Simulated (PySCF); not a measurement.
Precursor series Ti Cl-H. All species are isolated molecules in the gas phase.

All values below come from PySCF with B3LYP-D3(BJ)/def2-TZVP // r2SCAN-D4/def2-SVP. All candidates: neutral, multiplicity 1. B3LYP has the VWN-RPA correlation part, as in Gaussian. 

LUMO: -3.75 eV
HOMO: -9.37 eV
HOMO–LUMO gap: 5.62 eV

### Question
Name which member has these values.
A) [Ti(Cl)3(H)]
B) [Ti(Cl)4]
C) [Ti(Cl)2(H)2]
D) [Ti(H)4]

### Answer
A, [Ti(Cl)3(H)]. The others give [Ti(Cl)2(H)2]: -3.67 eV, -9.08 eV, 5.41 eV; [Ti(H)4]: -3.21 eV, -8.64 eV, 5.43 eV; [Ti(Cl)4]: -3.99 eV, -9.34 eV, 5.35 eV
